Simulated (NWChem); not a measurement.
CH₄GeO, singlet; SMILES C[O][GeH]

```xyz
7

Ge     0.0039    -0.8140     0.0000
H     -1.5810    -0.4700     0.0000
O      0.5311     0.8843     0.0000
C     -0.2417     2.0486     0.0000
H     -0.0077     2.6588     0.8893
H     -0.0077     2.6588    -0.8893
H     -1.3265     1.8325     0.0000
```
Atoms are numbered in this order, from 1.

Results from NWChem. Low-valent species are run as closed-shell singlets; no triplet was tried in these runs. Geometry: optimised at PBE0/def2-SVP.

**Question.** Among these, which level gives the highest value of “highest occupied level (eV)”?
A. PBE0/def2-SVP
B. PBE0/pcseg-1
C. PBE0/STO-3G
D. PBE0/pcseg-2

**Answer.** C, PBE0/STO-3G. Values: PBE0/pcseg-1 -6.92; PBE0/pcseg-2 -6.91; PBE0/def2-SVP -6.82; PBE0/STO-3G -3.43
